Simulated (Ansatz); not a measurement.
`C[SiH](C)[SeH]` + `B1O[SiH2]1` → `[SeH][SiH]1BO1` + `C[SiH2]C` at 298.15 K and 1 bar (formal exchange of groups at the Se–Si bond).

Isolated molecules relaxed with PBE0-D4/def2-TZVP in Ansatz; ΔE leaves out vibrations. CCSD(T)/CBS is the MP2 limit (def2-TZVPP, def2-QZVPP) plus CCSD(T) − MP2 in def2-TZVPP, frozen cores. For Se outer-core shells are correlated without core-valence functions, which leaves a few kJ/mol of doubt a bond. Scalar relativity is left out up to krypton. One conformer a species, not always the lowest.

| species | CCSD(T)/CBS energy (Eh) | H − E (kJ/mol) | S (J/(mol·K)) |
| --- | --- | --- | --- |
| `C[SiH](C)[SeH]` | -2770.75853 | 260.8 | 362.6 |
| `B1O[SiH2]1` | -390.85529 | 98.3 | 264.3 |
| `[SeH][SiH]1BO1` | -2791.59801 | 105.8 | 322.6 |
| `C[SiH2]C` | -370.01595 | 253.8 | 297.2 |

H − E and S are ideal-gas, rigid-rotor, harmonic terms from PBE0-D4/def2-TZVP, for one conformer and one mirror image of each species. 1 Eh = 2625.50 kJ/mol, R = 8.31446 J/(mol·K).

Q: By hand: ΔE, ΔH, ΔS and ΔG.

A: ΔE = (-2791.59801) + (-370.01595) − (-2770.75853) − (-390.85529) = -0.00014 Eh = -0.4 kJ/mol. Δ(H − E) = 105.8 + 253.8 − 260.8 − 98.3 = 0.5, so ΔH = 0.1 kJ/mol. ΔS = 322.6 + 297.2 − 362.6 − 264.3 = -7.1 J/(mol·K). ΔG = 0.1 − 298.15 × (-7.1)/1000 = 2.2 kJ/mol.

Q: By hand: the equilibrium constant, and the temperature at which ΔG would vanish if ΔH and ΔS stayed fixed.

A: log₁₀ K = −ΔG/(RT ln 10) = -0.4. ΔH and −TΔS have one sign here, so there is no such temperature. One of them is within its doubt of zero, so this could turn.

TΔS isn't small against ΔH here. The sign of ΔG lies within the doubt. A doubt of 5 kJ/mol in ΔE shifts log₁₀ K by 0.9 here. Other conformers and mirror images would add mixing entropy, several J/(mol·K) or more a flexible species. These are equilibria of isolated gas molecules and say nothing of rates. Largest T1 diagnostic: 0.017 (customary marks: 0.02 for closed shells, 0.045 for open ones).
